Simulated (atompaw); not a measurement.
**How hard is this carbon (C) PAW (atompaw) potential?**

C, PAW, made with atompaw 4.2.0.5 (LDA (PW92), non-relativistic). Core [He], reference 2s2 2p2. Waves: 2s (bound): rc 1.55 bohr; 2s channel at 3.35 Ry: rc 1.55 bohr; 2p (bound): rc 1.55 bohr; 2p channel at -0.05 Ry: rc 1.55 bohr; 3d channel at -0.05 Ry: rc 1.40 bohr; 3d channel at 2.2 Ry: rc 1.40 bohr. Local part: ultrasoft scheme with l = 3 at 1 Ry, radius 1.35 bohr. Core correction: smooth core density matched at 1.10 bohr. Augmentation charge: sinc compensation charge, radius 1.30 bohr; PAW radius 1.55 bohr; waves and projectors: modrrkj vanderbiltortho.

The pseudo-atom Hamiltonian at the reference potential is diagonalised in spherical Bessel functions j_l(qr) that vanish at 20 bohr, with q² up to the cutoff. All-electron valence levels (Ry): 2s -1.0016, 2p -0.3983.

Question: How do the lowest levels (Ry) of each channel move with the cutoff, and are there ghosts?

Answer:

```json
{"cutoff (Ry)": "8", "s #1": "-0.9999", "p #1": "-0.3159", "d #1": "0.0737", "f #1": "0.1173", "Σ f·Δε (mRy)": "168.3"}
{"cutoff (Ry)": "10", "s #1": "-1.0013", "p #1": "-0.3512", "d #1": "0.0737", "f #1": "0.1173", "Σ f·Δε (mRy)": "94.9"}
{"cutoff (Ry)": "12", "s #1": "-1.0015", "p #1": "-0.3732", "d #1": "0.0737", "f #1": "0.1173", "Σ f·Δε (mRy)": "50.3"}
{"cutoff (Ry)": "15", "s #1": "-1.0015", "p #1": "-0.3897", "d #1": "0.0737", "f #1": "0.1173", "Σ f·Δε (mRy)": "17.4"}
{"cutoff (Ry)": "18", "s #1": "-1.0016", "p #1": "-0.3944", "d #1": "0.0737", "f #1": "0.1173", "Σ f·Δε (mRy)": "7.9"}
{"cutoff (Ry)": "21", "s #1": "-1.0016", "p #1": "-0.3966", "d #1": "0.0737", "f #1": "0.1173", "Σ f·Δε (mRy)": "3.4"}
{"cutoff (Ry)": "25", "s #1": "-1.0016", "p #1": "-0.3979", "d #1": "0.0737", "f #1": "0.1173", "Σ f·Δε (mRy)": "0.8"}
{"cutoff (Ry)": "30", "s #1": "-1.0016", "p #1": "-0.3982", "d #1": "0.0737", "f #1": "0.1173", "Σ f·Δε (mRy)": "0.2"}
{"cutoff (Ry)": "35", "s #1": "-1.0016", "p #1": "-0.3983", "d #1": "0.0737", "f #1": "0.1173", "Σ f·Δε (mRy)": "0.0"}
{"cutoff (Ry)": "400", "s #1": "-1.0016", "p #1": "-0.3983", "d #1": "0.0737", "f #1": "0.1173", "Σ f·Δε (mRy)": "0.0"}
```

Result: no extra level below or beside the all-electron valence levels (s, p, d, f tested); 10 mRy is reached at 18 Ry and 1 mRy at 25 Ry.
